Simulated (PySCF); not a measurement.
Computed Raman spectrum (relative Raman activity) of a molecule C2H9NSi. Geometry optimised at r2SCAN-D4/def2-SVP. Other conformers were not sampled. These are PySCF 2.14.0 with r2SCAN-D4/def2-SVP values and carry that method's errors. Frequencies are harmonic and unscaled.

Lines under 2 % of the strongest are left out, and lines within 2 cm⁻¹ are merged.

ν (cm⁻¹): 635 (w), 681 (w), 726 (vw), 817 (w), 862 (vw), 922 (vw), 956 (w), 978 (vw), 994 (vw), 1043 (vw), 1247 (vw), 1251 (vw), 1382 (vw), 1423 (w), 1474 (w), 1481 (w), 1553 (w), 2141 (vs), 2215 (vs), 3020 (vs), 3027 (vs), 3083 (vs), 3111 (s), 3113 (m), 3566 (vs), 3659 (s) (against the strongest line: vs over 80 %, s over 45 %, m over 15 %, w over 4 %, vw less)

Q: Which structure fits?
A. CN(C)[SiH3]
B. CC[SiH2]N
C. C[C@@H](N)[SiH3]
D. CNC[SiH3]

A: B, CC[SiH2]N
